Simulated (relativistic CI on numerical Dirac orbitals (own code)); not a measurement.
## Cr2+: L-alpha,beta X-ray emission

Computed with this model: Dirac-Coulomb-Breit CI, separate exchange-only KLI orbitals for each configuration, model QED, valence Slater integrals scaled by 0.7, multiplet model of X-ray emission after core ionisation; configurations [Ar] 3d4 → [He] 2s2 2p5 3s2 3p6 3d4 → [Ar] 3d3; 300 K; Lorentzian 0.6 eV and Gaussian 0.5 eV FWHM. Energies are those of the free ion, without screening or charge transfer. S is read from ⟨S²⟩ = S(S + 1).

Field parameters in Wybourne normalisation: Oh B⁴₀ = 21Dq, B⁴₄ = √(5/14) B⁴₀. The field is a parameter set, without covalency.

Computed curve for Oh, 10Dq = 3250 cm⁻¹, scaled to 100 at the maximum (points under 2 are left out and the grid is thinned):

```
Energy (eV)  Intensity
      573.7        2.2
      574.0        3.2
      574.3        4.7
      574.6        6.6
      574.8        8.0
      575.1        9.5
      575.4       10.2
      575.7       11.1
      576.0       12.2
      576.3       13.6
      576.5       15.7
      576.8       20.9
      577.1       25.3
      577.4       25.8
      577.7       22.7
      578.0       19.1
      578.3       17.9
      578.5       18.1
      578.8       19.2
      579.1       22.5
      579.4       29.1
      579.7       39.7
      580.0       48.6
      580.2       49.6
      580.5       43.1
      580.8       34.3
      581.1       28.6
      581.4       23.5
      581.7       20.1
      582.0       19.5
      582.2       19.9
      582.5       19.5
      582.8       19.5
      583.1       23.6
      583.4       31.7
      583.7       41.6
      584.0       44.7
      584.2       43.7
      584.5       44.0
      584.8       54.8
      585.1       79.7
      585.4       98.4
      585.7       96.4
      585.9       86.3
      586.2       71.2
      586.5       65.6
      586.8       57.5
      587.1       42.9
      587.4       29.5
      587.7       21.0
      587.9       17.3
      588.2       13.6
      588.5       11.4
      588.8       10.0
      589.1        8.7
      589.4        7.0
      589.6        5.6
      589.9        3.9
      590.2        2.8
      590.5        2.1
```

The ground state has S = 2.00, and the centroid lies at 583.12 eV.
